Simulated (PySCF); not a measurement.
**Partial charges of p-toluenethiol**

Compound: p-toluenethiol, C7H8S.
Z-matrix (Å and degrees, GFN2-xTB geometry), rows numbered from 1:
```
C 
C   1  1.4982
C   2  1.3890  1  120.91
C   3  1.3825  2  121.23  1   179.01
C   4  1.3870  3  119.70  2     0.02
S   5  1.7704  4  121.85  3   179.78
C   5  1.3888  4  119.79  3    -0.06
C   7  1.3806  5  119.90  4     0.01
H   1  1.0907  2  110.05  3   -91.59
H   1  1.0874  2  110.98  3    27.90
H   1  1.0875  2  110.80  3   149.07
H   3  1.0807  2  119.73  1    -1.02
H   4  1.0809  3  119.91  2   179.93
H   6  1.3320  5   96.14  4     0.11
H   7  1.0794  5  119.46  4   179.95
H   8  1.0805  2  119.66  1     1.08
```

Density: PBE0/pcSseg-1 (PySCF); schemes: Mulliken, IAO, Hirshfeld and ESP-fitted. Isolated species at its GFN2-xTB geometry (one conformer only).

Problem. What partial charge does each atom carry?

Solution. In e:

| atom | environment | Mulliken | IAO | Hirshfeld | ESP-fitted |
| --- | --- | --- | --- | --- | --- |
| C1 | benzylic-type carbon | -0.123 | -0.425 | -0.116 | -0.630 |
| C2 | substituted aromatic carbon | -0.333 | +0.007 | +0.005 | +0.545 |
| C3 | aromatic CH carbon | -0.020 | -0.153 | -0.051 | -0.445 |
| C4 | aromatic CH carbon | +0.005 | -0.168 | -0.064 | +0.016 |
| C5 | substituted aromatic carbon | -0.359 | -0.097 | -0.019 | -0.223 |
| S6 | thiol sulfur | +0.018 | +0.007 | -0.034 | -0.242 |
| C7 | aromatic CH carbon | +0.019 | -0.163 | -0.062 | +0.096 |
| C8 | aromatic CH carbon | -0.024 | -0.152 | -0.050 | -0.526 |
| H9 | methyl hydrogen | +0.137 | +0.154 | +0.046 | +0.169 |
| H10 | methyl hydrogen | +0.118 | +0.148 | +0.046 | +0.157 |
| H11 | methyl hydrogen | +0.121 | +0.149 | +0.046 | +0.170 |
| H12 | aromatic hydrogen | +0.069 | +0.149 | +0.050 | +0.195 |
| H13 | aromatic hydrogen | +0.083 | +0.147 | +0.047 | +0.128 |
| H14 | S–H hydrogen | +0.135 | +0.093 | +0.059 | +0.224 |
| H15 | aromatic hydrogen | +0.085 | +0.156 | +0.049 | +0.163 |
| H16 | aromatic hydrogen | +0.070 | +0.150 | +0.050 | +0.204 |

Mean size of the charges over all atoms: ESP-fitted 0.258 e, IAO 0.145 e, Mulliken 0.107 e, Hirshfeld 0.050 e. Each set sums to the total charge, 0, to within 0.001 e. The ESP scheme fits charges at the nuclei, held to the total charge, to the electrostatic potential on points at 1.4 to 2.0 times the van der Waals radii. The Hirshfeld scheme weights the molecular density at each point by an atom's share of the summed free-atom densities.

Lowest charge. The schemes don't all agree: Mulliken C5 (-0.359); IAO C1 (-0.425); Hirshfeld C1 (-0.116); ESP-fitted C1 (-0.630).

Highest charge. The schemes don't all agree: Mulliken H9 (+0.137); IAO H15 (+0.156); Hirshfeld H14 (+0.059); ESP-fitted C2 (+0.545).

Problem. How closely do the schemes follow one another over all atoms?

Solution. Correlation coefficient and root-mean-square difference: IAO with Hirshfeld 0.97, 0.117 e; Hirshfeld with ESP-fitted 0.74, 0.272 e; IAO with ESP-fitted 0.74, 0.218 e; Mulliken with IAO 0.51, 0.158 e; Mulliken with Hirshfeld 0.47, 0.131 e; Mulliken with ESP-fitted 0.19, 0.317 e.

Problem. How many electrons does the Mulliken scheme count on C8?

Solution. Z − q = 6 − (-0.024) = 6.024.
